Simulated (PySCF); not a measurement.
First SCF of a structure search on triplet IrBr₂⁺, at a hand-made bent geometry. PySCF input:

```python
from pyscf import gto, scf, dft
mol = gto.M(atom='''
Ir     0.000000     0.000000     0.000000
Br     1.894500     0.000000     1.326600
Br    -1.894500     0.000000     1.326600''',
    basis={'Ir': 'def2-SVP', 'Br': 'def2-SVP'},
    ecp={'Ir': 'def2-SVP'},
    charge=1, spin=2)
mf = dft.UKS(mol, xc='B3LYP')
mf.grids.atom_grid = (50, 194)
aux = {'Ir': 'def2-universal-JKFIT', 'Br': 'def2-universal-JKFIT'}
mf = mf.density_fit(auxbasis=aux)
mf.conv_tol = 1e-08
mf.diis_space = 10
mf.max_cycle = 60
mf.init_guess = 'minao'
mf.verbose = 4
mf.kernel()
```

Excerpt of the output (cycles alone); a level shift of 0.3 Eh and then a second-order solver take over where DIIS stalls:

```
init E= -5238.35563276182
cycle= 1 E= -5250.80359387121  delta_E= -12.4  |g|= 1.29  |ddm|= 5.79
cycle= 2 E= -5240.94419572438  delta_E= 9.86  |g|= 3.23  |ddm|= 7.76
cycle= 3 E= -5251.77157210794  delta_E= -10.8  |g|= 0.163  |ddm|= 7.43
cycle= 4 E= -5251.78118886801  delta_E= -0.00962  |g|= 0.168  |ddm|= 0.452
cycle= 5 E= -5251.78991984657  delta_E= -0.00873  |g|= 0.0775  |ddm|= 0.145
cycle= 6 E= -5251.79248161446  delta_E= -0.00256  |g|= 0.0416  |ddm|= 0.0669
cycle= 7 E= -5251.79362308898  delta_E= -0.00114  |g|= 0.0176  |ddm|= 0.0793
cycle= 8 E= -5251.79413718338  delta_E= -0.000514  |g|= 0.00491  |ddm|= 0.0725
cycle= 9 E= -5251.79435803353  delta_E= -0.000221  |g|= 0.00673  |ddm|= 0.0419
cycle= 10 E= -5251.79355788938  delta_E= 0.0008  |g|= 0.00656  |ddm|= 0.155
cycle= 11 E= -5251.79262536282  delta_E= 0.000933  |g|= 0.0151  |ddm|= 0.22
cycle= 12 E= -5251.7926854697  delta_E= -6.01e-05  |g|= 0.0171  |ddm|= 0.0329
cycle= 13 E= -5251.79261576004  delta_E= 6.97e-05  |g|= 0.0174  |ddm|= 0.0211
... 38 lines left out ...
cycle= 52 E= -5251.79207590472  delta_E= -3.62e-05  |g|= 0.00554  |ddm|= 0.022
cycle= 53 E= -5251.79245473034  delta_E= -0.000379  |g|= 0.00436  |ddm|= 0.167
cycle= 54 E= -5251.7923122728  delta_E= 0.000142  |g|= 0.00473  |ddm|= 0.0676
cycle= 55 E= -5251.79178380677  delta_E= 0.000528  |g|= 0.00993  |ddm|= 0.226
cycle= 56 E= -5251.7916307118  delta_E= 0.000153  |g|= 0.0121  |ddm|= 0.0569
cycle= 57 E= -5251.79159059548  delta_E= 4.01e-05  |g|= 0.0129  |ddm|= 0.016
cycle= 58 E= -5251.79155839404  delta_E= 3.22e-05  |g|= 0.0149  |ddm|= 0.0585
cycle= 59 E= -5251.79135354701  delta_E= 0.000205  |g|= 0.0164  |ddm|= 0.0814
cycle= 60 E= -5251.79106975219  delta_E= 0.000284  |g|= 0.0181  |ddm|= 0.0998
SCF not converged.
init E= -5238.35563276182
cycle= 1 E= -5251.30987286107  delta_E=  -13  |g|= 0.928  |ddm|= 5.77
cycle= 2 E= -5250.75597614039  delta_E= 0.554  |g|= 1.52  |ddm|= 1.93
cycle= 3 E= -5251.5082276643  delta_E= -0.752  |g|= 0.728  |ddm|= 0.745
cycle= 4 E= -5251.74405477315  delta_E= -0.236  |g|= 0.295  |ddm|= 0.451
cycle= 5 E= -5251.78109372965  delta_E= -0.037  |g|= 0.136  |ddm|= 0.18
cycle= 6 E= -5251.78952456057  delta_E= -0.00843  |g|= 0.0684  |ddm|= 0.0872
cycle= 7 E= -5251.79190669674  delta_E= -0.00238  |g|= 0.031  |ddm|= 0.0499
cycle= 8 E= -5251.7924550911  delta_E= -0.000548  |g|= 0.0149  |ddm|= 0.0253
cycle= 9 E= -5251.79261077795  delta_E= -0.000156  |g|= 0.00803  |ddm|= 0.0149
cycle= 10 E= -5251.79267128623  delta_E= -6.05e-05  |g|= 0.0054  |ddm|= 0.0109
cycle= 11 E= -5251.79270807813  delta_E= -3.68e-05  |g|= 0.00387  |ddm|= 0.00894
cycle= 12 E= -5251.7927384345  delta_E= -3.04e-05  |g|= 0.00285  |ddm|= 0.00874
cycle= 13 E= -5251.79276463546  delta_E= -2.62e-05  |g|= 0.0023  |ddm|= 0.00819
... 58 lines left out ...
cycle= 72 E= -5251.79257770982  delta_E= 5.42e-06  |g|= 0.0028  |ddm|= 0.00254
cycle= 73 E= -5251.79256739739  delta_E= 1.03e-05  |g|= 0.00319  |ddm|= 0.00442
cycle= 74 E= -5251.79254897841  delta_E= 1.84e-05  |g|= 0.00377  |ddm|= 0.00751
cycle= 75 E= -5251.79252794956  delta_E= 2.1e-05  |g|= 0.00413  |ddm|= 0.00857
cycle= 76 E= -5251.79251624951  delta_E= 1.17e-05  |g|= 0.00385  |ddm|= 0.00596
cycle= 77 E= -5251.7924978098  delta_E= 1.84e-05  |g|= 0.00422  |ddm|= 0.00829
cycle= 78 E= -5251.79250122152  delta_E= -3.41e-06  |g|= 0.00304  |ddm|= 0.00252
cycle= 79 E= -5251.79253099105  delta_E= -2.98e-05  |g|= 0.00181  |ddm|= 0.0118
cycle= 80 E= -5251.79254721859  delta_E= -1.62e-05  |g|= 0.00167  |ddm|= 0.00635
SCF not converged.
macro= 0  E= -5251.79364203831  delta_E= -0.00109482  |g|= 0.00167276  2 KF 12 JK
macro= 1  E= -5251.79627380447  delta_E= -0.00263177  |g|= 0.0583514  3 KF 21 JK
macro= 2  E= -5251.79841079048  delta_E= -0.00213699  |g|= 0.0222197  3 KF 12 JK
macro= 3  E= -5251.79847917938  delta_E= -6.83889e-05  |g|= 5.60874e-05  3 KF 11 JK
macro= 4  E= -5251.79847917938  delta_E= 6.36646e-12  |g|= 3.40177e-05  1 KF 2 JK
macro X = 5  E=-5251.79847917938  |g|= 3.40177e-05  total 13 KF 64 JK
converged SCF energy = -5251.79847917938  <S^2> = 2.0091348  2S+1 = 3.0060837
```

This is not the lowest solution: another start and a stability analysis within the same unrestricted form found one 7.1 kJ/mol lower, at -5251.80117 Eh.

Other spin states or occupations of the open shell can lie lower. With an element this heavy the missing spin–orbit coupling can shift these numbers.

The search for the lowest solution, 3 starts and the stability check together, took 57 s on 2 threads of a shared Arm Neoverse V1 host, with 96 basis functions.
